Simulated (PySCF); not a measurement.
C₂H₁₃NOSi₃.
SMILES: `CC[SiH2]O[SiH2][SiH2]N`

The closed-shell ground state was solved at several levels (PySCF, density fitting, gas phase, non-relativistic). The structure is a single PBE0-D3(BJ)/def2-SVP conformer in the gas phase; no vibrational or solvent corrections.

```json
{"level": "PBE0/def2-SVPD", "basis functions": "259", "total energy (Eh)": "-1081.5666", "HOMO (eV)": "-7.19", "LUMO (eV)": "-0.63", "gap (eV)": "6.56", "dipole (D)": "1.76"}
{"level": "PBE0/pcSseg-1", "basis functions": "205", "total energy (Eh)": "-1081.9201", "HOMO (eV)": "-7.20", "LUMO (eV)": "-0.51", "gap (eV)": "6.69", "dipole (D)": "1.85"}
```

Q: Estimate the row for B97-2/pcSseg-1, a basis of 205 functions; the other rows only guide the guess.

A: Total energy -1082.4983 Eh, HOMO -6.96 eV, LUMO -0.48 eV, gap 6.48 eV, dipole 1.83 D.

Q: Over all these levels, which gives the widest orbital gap and which the narrowest?

A: PBE0/pcSseg-1 (global hybrid, 25 % exact exchange) has the widest, 6.69 eV, and B97-2/pcSseg-1 (global hybrid, 21 % exact exchange) the narrowest, 6.48 eV. The two share the basis. From the narrowest to the widest the HOMO moves by -0.24 eV and the LUMO by -0.03 eV.

Q: How far do the dipole and the HOMO energy spread over the levels?

A: The dipole runs from 1.76 to 1.85 D (mean 1.81 D) and the HOMO from -7.20 to -6.96 eV.
